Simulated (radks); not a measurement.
Problem. Coulomb parameter of the 3d shell of neutral nickel in the model configuration [Ar] 3d9 4s1, as a second difference U = [E(n + 0.25) + E(n - 0.25) - 2 E(n)] / (0.25)^2 with all orbitals relaxed. "Bare": the charge of the atom changes with n. "Screened": the 4s shell takes up the change at fixed total charge, which measures U(3d,3d) + U(4s,4s) - 2 U(3d,4s). All-electron calculation, Dirac Kohn-Sham, PBE, spin-unpolarised, spherical densities, point nucleus; open shells are shared between the two j in proportion to 2j + 1. Program: a radial shooting solver on a logarithmic mesh with Libxc functionals. Estimate both.

Solution. U(bare) = 10.899 eV, U(screened by 4s) = 2.488 eV. The step up makes a negative ion, whose loosely bound charge lowers the bare value.
